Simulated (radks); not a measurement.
Numerical settings for the titanium ion Ti4+, [Ar]. Calculated with a radial shooting solver on a logarithmic mesh with Libxc functionals: Dirac Kohn-Sham, PBEsol, spin-unpolarised, spherical densities, point nucleus. The defaults (mesh step 0.008 in ln r, mesh end at 40 bohr or more with all orbitals vanishing there, Anderson mixing 0.5 over 9 steps, residual threshold near 1e-9 with the energy settled to 1e-9 hartree or 1e-11 of itself, here a cap of 68 iterations) give E = -849.2647 hartree and 3p3/2 at -89.049 eV in 13 iterations. Run on one thread of a shared host, so times are rough (Arm Neoverse V2): 0.06 s of CPU time, 0.06 s wall, 13 iterations on 2476 mesh points. Changes against that run (0 stands for a change within the tolerance of the run):

setting	iterations	converged	E (mhartree)	e(3p3/2) (meV)	CPU (s)
mesh step in ln r 0.03	13	yes	0	0	0.02
mesh step in ln r 0.05	13	yes	+0.0039	0	0.01
mesh step in ln r 0.2	68	no	-4.18e+06	-	0.1
mesh end (bohr) 2	13	yes	+1.14e+03	+1.07e+04	0.05
mesh end (bohr) 8	13	yes	0	0	0.05
residual threshold 1e-16	68	no	0	0	0.16
residual threshold 1e-05	9	yes	0	+0.0349	0.05
mixing 0.05	16	yes	0	0	0.07
linear mixing, mixing 1	29	yes	0	0	0.11
linear mixing, mixing 0.5	30	yes	0	0	0.1
mixing history 20	19	yes	0	0	0.08
iteration cap 5	5	no	+0.00153	-47.6	0.03

Settings that end as converged yet miss the energy by more than 1 mhartree: mesh end (bohr) 2 (+1.14 hartree). A mesh that ends early acts as a hard wall.
